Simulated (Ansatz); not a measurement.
The cluster Ca3Se3. Total charge 0; singlet. Geometry relaxed at PBE0-D4/def2-SVP.

```xyz
6

Ca    1.0058   -0.7399   -0.1585
Ca   -0.1013    2.2375   -1.7727
Ca   -1.7163   -0.8028    2.1351
Se    0.1129   -2.5762    1.6843
Se   -1.1087    1.2679    0.5268
Se    1.8076    0.6134   -2.4149
```

The structure comes from a short search, and lower isomers may exist.

Question: Estimate the harmonic wavenumbers at RKS PBE0-D4/def2-SVP (Ansatz, unscaled). Is this a minimum?

Answer: 8, 54, 85, 102, 113, 145, 150, 242, 267, 283, 308, 323 cm⁻¹. Yes, no mode is imaginary beyond noise. Zero-point energy 12.4 kJ/mol. Hardware: 2 threads of AMD EPYC 7R13 on a shared host. Wall time 5.4 min, peak host memory 0.94 GiB.
